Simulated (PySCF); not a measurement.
Computed shifts of a molecule C3H9Al, HF/pcSseg-1 run with PySCF, GIAO, gas phase, equivalent atoms averaged, in ppm (number of nuclei): ¹³C: -5.2 (3). ¹H: -0.02 (9). References: ¹³C against TMS (σ = 192.6 ppm); ¹H against TMS (σ = 31.99 ppm), references at their B3LYP-D3(BJ)/def2-TZVP geometries, non-relativistic. Geometry optimised at ωB97X-D3(BJ)/def2-SVP. Other conformers were not sampled.

Problem. Pick the molecule that these values belong to.
A. CC[CH2][AlH2]
B. C[CH2][AlH][CH3]
C. [CH3][Al]([CH3])[CH3]

Solution. C, [CH3][Al]([CH3])[CH3]
